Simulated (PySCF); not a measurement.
NMR data simulated for an unnamed compound:

1H NMR (500 MHz, computed): δ 6.72 (ddt, J = 18.9, 12.7, 1.2 Hz, 1H), 6.44 (m, 1H), 6.40 (m, 1H), 5.80 (d, J = 18.9 Hz, 1H), 5.61 (dd, J = 12.7, 1.3 Hz, 1H), 5.21 (sept, J = 1.1 Hz, 1H), 5.16 (t, J = 1.2 Hz, 1H), 1.97 (m, 3H).

13C{1H} NMR (computed): δ 152.7 (C), 145.4 (CH), 140.0 (CH), 137.5 (CH), 126.2 (CH2), 119.9 (CH2), 22.6 (CH3).

- couplings computed with B3LYP/pcJ-1 (without the spin–dipole term)
- GFN2-xTB structure
- σ from GIAO-PBE0/pcSseg-1
- code: PySCF 2.14
- non-relativistic, one computed conformer, in vacuum, one averaged value for each set of equivalent atoms

Scale: 1H (31.72 ppm) and 13C (186.93 ppm) vs TMS (reference shieldings calculated alike).

Question: Which of these does the molecule contain: a vinyl group CH=CH2, a CH3CH2 unit, a non-aromatic C=C double bond, a heteroaromatic ring, a benzene ring?

Answer: 
- A vinyl group CH=CH2: yes (δC 126.2, 145.4; δH 5.61 (dd), 5.80 (d), 6.72 (ddt)).
- A CH3CH2 unit: no.
- A non-aromatic C=C double bond: yes.
- A heteroaromatic ring: no.
- A benzene ring: no.

The data belong to `C(=C\C(C=C)=C)/C`, C7H10; they needn't prove each group on their own.

Carbon signals by region: 6 in the sp2 and nitrile region (100–160 ppm), 1 below 50 ppm.

Multiplet labels drop couplings under 1 Hz and merge nearly equal ones. Unscaled 3J(H,H) at this level run about 10 % above measured values. Shifts are as computed. Against solution values, carbons near 30 ppm lie about +3 ppm off and those near 130 ppm about +5 ppm. Of 1211 compounds with measured shifts, 218 miss one by over three times the rms of a fit or turn the order of signals round; such compounds aren't used in these exercises.
